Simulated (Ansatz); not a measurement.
Gas-phase electronic energies from Ansatz, PBE0-D4/def2-TZVP geometries. CCSD(T)/CBS adds triple-zeta CCSD(T) − MP2 to the extrapolated MP2 energy (def2 sets, frozen cores). DFT in def2-TZVPP. For Ge outer-core shells are correlated without core-valence functions, which leaves a few kJ/mol of doubt a bond. Scalar relativity is left out up to krypton. Each species was taken in one conformer, which may not be the lowest.

`O[SiH2][GeH2][OH]` + `FC([SiH3])Cl` → `O[SiH2]C([SiH3])Cl` + `[OH][GeH2][F]`  (redistribution)

| species | ωB97M-V energy (Eh) |
| --- | --- |
| `O[SiH2][GeH2][OH]` | -2520.49746 |
| `FC([SiH3])Cl` | -890.01768 |
| `O[SiH2]C([SiH3])Cl` | -1156.73761 |
| `[OH][GeH2][F]` | -2253.84503 |

Work out ΔE.

ΔE = (-1156.73761) + (-2253.84503) − (-2520.49746) − (-890.01768) = -0.06750 Eh = -1.84 eV. CCSD(T)/CBS gives -1.87 eV.

Largest T1 diagnostic among the species: 0.012.

The D4 term adds −0.08 eV with B3LYP and −0.04 eV with PBE0; it sums over pairs of atoms, weighted by their polarisabilities, and B3LYP, whose exchange is more repulsive, gets the larger term. From PBE to PBE0 (25 % exact exchange), in def2-TZVPP and without D4, ΔE moves by −0.11 eV.

B3LYP here is the variant with VWN-RPA as its local correlation; programs differ in this.
